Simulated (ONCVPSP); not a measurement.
**calcium (Ca): variants of one ONCV potential**

Base potential:

* Element: Ca (Z = 20)
* Generator: ONCVPSP 4.0.1
* Type: optimised norm-conserving Vanderbilt (ONCV)
* Functional: BLYP
* Relativity: fully relativistic
* Frozen core: [Ne]
* Valence charge: 10
* Reference configuration: 3s2 3p6 4s2
* Partial waves: 3s+4s: rc 1.50 bohr, ncon 3, nbas 8, qcut 9.1 1/bohr, 2 projectors; 3p: rc 1.75 bohr, ncon 4, nbas 9, qcut 9.4 1/bohr, 2 projectors, debl 2.1 Ha; d scattering state at 0.05 Ha: rc 1.40 bohr, ncon 3, nbas 8, qcut 6.8 1/bohr, 2 projectors, debl 3.5 Ha
* Local potential: polynomial inside 1.35 bohr (lpopt 5, dvloc0 -1 Ha)
* Core correction: polynomial model core, fcfact 0.6

Open shells are filled in proportion to 2j + 1.

Cutoffs, loose and tight: the cutoffs (Ha) at which the residual kinetic energy of the hardest occupied pseudo-wave falls to 1 and 0.1 mHa per electron. They do not see the model core or the augmentation charge, which bear on the density cutoff. Test errors are all-electron minus pseudo excitation energies from the reference, over the configurations 3s2 3p6 4s1; 3s2 3p6 4s0; 3s2 3p6 4s1.5; 3s2 3p6 4s1 4p1. A dash means not determined; rows that change the core or the reference have their own tests.

For the base: The cutoffs count occupied waves only; projector 2 of the d channel, the hardest unoccupied one, needs 133 Ha at the loose tolerance.

```csv
change,outcome,"cutoff, loose","cutoff, tight",bound ghosts,GHOST(+) flags above zero,largest test error (meV)
base,generated,25 Ha,30 Ha,none,none,+0.2
p: rc 1.4,generated,25 Ha,31 Ha,none,none,+0.1
p: rc 1.6,generated,25 Ha,30 Ha,none,none,+0.1
p: rc 1.72,generated,25 Ha,30 Ha,none,none,+0.2
p: rc 1.84,generated,25 Ha,30 Ha,none,none,+0.2
p: rc 2.08,generated,25 Ha,30 Ha,none,none,+0.3
p: rc 2.2,generated,25 Ha,30 Ha,none,none,+0.1
p: rc 2.4,"failed: ERROR pspot: first pseudo wave function has node, program will stop",–,–,–,–,–
p: rc 2.56,generated,25 Ha,30 Ha,none,none,-1.0
```

Task: What comes out with this change to the base: p: rc 1.24; local potential polynomial inside 1.24 bohr (lpopt 5, dvloc0 -1 Ha)?

Result: outcome: generated; cutoff, loose: 26 Ha; cutoff, tight: 35 Ha; bound ghosts: none; GHOST(+) flags above zero: none; largest test error (meV): +0.1.

Reading the sweep of the p radius (base included, trends over the rows without a ghost): The loose cutoff stays near 25 Ha. The median size of the test errors (rows with all tests solved) stays near 0.1 meV. The generation fails at 2.4 bohr.
